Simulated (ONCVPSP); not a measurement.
Which setting gave this result? (Mn, ONCV)

Base potential:

ONCVPSP 4.0.1 input, shortened (lines: element, Z, core and valence counts, functional; n l f; lmax; l rc ep ncon nbas qcut; lloc lpopt rc5 dvloc0; l nproj debl; icmod fcfact rcfact), PBE, fully relativistic:

```
  Mn 25.00    5    2        4      upf
    1    0    2.00
    2    0    2.00
    2    1    6.00
    3    0    2.00
    3    1    6.00
    3    2    5.00
    4    0    1.00
    3
    0    2.10    0.00    5   10    2.70
    1    1.95    0.14    3    8    3.60
    2    1.80    0.00    4    9    9.50
    3    1.65    0.05    4    7    7.40
    4    3    1.35    0.00
    0    2    3.20
    1    2    1.20
    2    2    2.90
    3    2    3.10
    3    3.50    1.45
```

Open shells are filled in proportion to 2j + 1.

Cutoffs, loose and tight: the cutoffs (Ha) at which the residual kinetic energy of the hardest occupied pseudo-wave falls to 1 and 0.1 mHa per electron. They do not see the model core or the augmentation charge, which bear on the density cutoff. Test errors are all-electron minus pseudo excitation energies from the reference, over the configurations 3d5 4s2; 3d5 4s0; 3d4 4s0; 3d4 4s2 4p1; variants that change the core or the reference have their own tests.

Only the fcfact is moved:

```
fcfact  cutoff, loose  cutoff, tight  bound ghosts  largest test error (meV)  median size of the test errors
   1.7          33 Ha          37 Ha          none                      -138                        10.7 meV
   2.5          33 Ha          37 Ha          none                      -161                        46.5 meV
   3.3          33 Ha          37 Ha          none                      -181                        88.7 meV
   4.6          33 Ha          37 Ha          none                      -232                       136.3 meV
   6.5          33 Ha          37 Ha          none                      -329                       172.4 meV
   7.7          33 Ha          37 Ha          none                      -381                       191.4 meV
```

One more run gave cutoff, loose: 33 Ha; cutoff, tight: 37 Ha; bound ghosts: none; largest test error (meV): -291; median size of the test errors: 158.1 meV. Which value of the fcfact was used?

5.7. The median size of the test errors moves one way along this sweep, from 10.7 meV at 1.7 to 191.4 meV at 7.7, which places the run between 4.6 and 6.5.
